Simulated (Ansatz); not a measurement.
Ansatz (a quantum-chemistry and plane-wave program) input:

Ansatz 0.2 input:
```yaml
crystal:
  periodic: [false, false, false]
  atoms:
    - {symbol: C, position_ang: [-0.63163360, 0.23047242, 0.02745480]}
    - {symbol: N, position_ang: [0.56164908, -0.20493625, -0.02441283]}
    - {symbol: H, position_ang: [-1.46106849, -0.46734349, -0.01134229]}
    - {symbol: H, position_ang: [-0.81208885, 1.29678017, 0.11014810]}
    - {symbol: H, position_ang: [1.36386217, 0.42161568, 0.00949276]}
    - {symbol: H, position_ang: [0.76755320, -1.19933311, -0.10213757]}
basis:
  gaussian:
    orbitals: STO-3G
hamiltonian:
  xc: {name: PBE0}
total_charge: 1
```

### Question
What final total energy does it print?

### Answer
-93.69303 Eh (PBE0/STO-3G). The basis has 14 functions.

It need not be the lowest isomer of its formula.
